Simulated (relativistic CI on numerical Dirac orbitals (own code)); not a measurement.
## Ligand-field terms of d5

Computed with a parametric ligand-field model of a d^n configuration (Racah B and C, spin-orbit zeta, crystal field), exact diagonalisation.

Field parameters in Wybourne normalisation: Oh B⁴₀ = 21Dq, B⁴₄ = √(5/14) B⁴₀. The field is a parameter set, without covalency.

(1) Lowest levels for B = 640, C = 2940, ζ = 270 cm⁻¹, Oh, 10Dq = 8600 cm⁻¹?

(2) Lowest levels for B = 630, C = 2610, ζ = 860 cm⁻¹, Oh, 10Dq = 7650 cm⁻¹?

(3) Lowest levels for B = 570, C = 2930, ζ = 2850 cm⁻¹, Oh, 10Dq = 19850 cm⁻¹?

(4) Lowest levels for B = 770, C = 3060, ζ = 790 cm⁻¹, Oh, 10Dq = 14300 cm⁻¹?

(5) Lowest levels for B = 840, C = 4140, ζ = 750 cm⁻¹, Oh, 10Dq = 19100 cm⁻¹?

Results:

(1) Γ7+Γ8 0 (S 2.50), Γ7 14592 (S 1.49), Γ8 14620 (S 1.50), Γ8 14688 (S 1.50), Γ6 14734 (S 1.50), Γ7 18065 (S 1.42), Γ8 18093 (S 1.46), Γ6 18194 (S 1.50), Γ8 18198 (S 1.50) cm⁻¹, with S from ⟨S²⟩ = S(S + 1). The ground level has 2.00 electrons in the cubic e pair.

(2) Γ7 0 (S 2.49), Γ8 0 (S 2.49), Γ7 12985 (S 1.39), Γ8 13397 (S 1.48), Γ8 13617 (S 1.49), Γ6 13832 (S 1.50), Γ7 16280 (S 1.24), Γ8 16548 (S 1.37), Γ6 17044 (S 1.49) cm⁻¹, with S from ⟨S²⟩ = S(S + 1). The ground level has 1.99 electrons in the cubic e pair.

(3) Γ7 0 (S 0.84), Γ8 5038 (S 1.37), Γ8 7557 (S 1.70), Γ7 7768 (S 2.16), Γ8 12238 (S 1.53), Γ6 13243 (S 1.49), Γ8 14150 (S 1.77), Γ7 15318 (S 1.71), Γ6 16189 (S 1.47) cm⁻¹, with S from ⟨S²⟩ = S(S + 1). The ground level has 0.33 electrons in the cubic e pair; its S is far from a half-integer, so spin-orbit coupling mixes spin states.

(4) Γ7 0 (S 2.49), Γ8 1 (S 2.49), Γ7 9022 (S 0.86), Γ8 10322 (S 1.10), Γ8 11184 (S 1.50), Γ6 11388 (S 1.50), Γ7 11932 (S 1.29), Γ8 11971 (S 1.09), Γ7 16167 (S 1.48) cm⁻¹, with S from ⟨S²⟩ = S(S + 1). The ground level has 1.99 electrons in the cubic e pair.

(5) Γ7 0 (S 2.49), Γ8 0 (S 2.49), Γ7 11061 (S 0.79), Γ8 12351 (S 0.97), Γ8 13450 (S 1.49), Γ6 13649 (S 1.50), Γ8 14003 (S 1.21), Γ7 14018 (S 1.33), Γ6 19000 (S 1.50) cm⁻¹, with S from ⟨S²⟩ = S(S + 1). The ground level has 1.99 electrons in the cubic e pair.
